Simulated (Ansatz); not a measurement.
Reaction (SMILES): SC1CCCCC1 → SC1[CH]CCCC1 + H atom (the C-H bond at the site shown breaks; other sites are not compared here)
Geometries: B3LYP-D3(BJ)/def2-TZVP minima from Ansatz (a first-principles code), one conformer each, not searched for the lowest. Frequencies are from Ansatz.

Quantity: bond dissociation energy (enthalpy at 298 K, with B3LYP-D3(BJ) rigid-rotor harmonic-oscillator terms), in eV. Valence correlation only, unless marked. Open shells are spin-unrestricted. Spin-orbit coupling is left out. No relativistic terms. CBS(X,Y): correlation extrapolated as X^-3; Hartree-Fock from the larger set. [CCSD(T)-MP2]/basis is that difference in the basis named.

```json
[
 {"level": "SVWN5/def2-TZVPD", "program": "Ansatz", "bond dissociation energy (eV)": "4.69"},
 {"level": "PBE0-D3(BJ)/def2-TZVPD", "program": "Ansatz + dftd3", "bond dissociation energy (eV)": "4.27"},
 {"level": "BHLYP/def2-TZVPD", "program": "Ansatz", "bond dissociation energy (eV)": "4.33"},
 {"level": "wB97X-V/def2-TZVPD", "program": "Ansatz", "bond dissociation energy (eV)": "4.45"}
]
```

Q: Predict the RI-MP2/CBS(cc-pV(T+d)Z,cc-pV(Q+d)Z)+[CCSD(T)-MP2]/cc-pV(T+d)Z result (Ansatz).

A: 4.53 eV
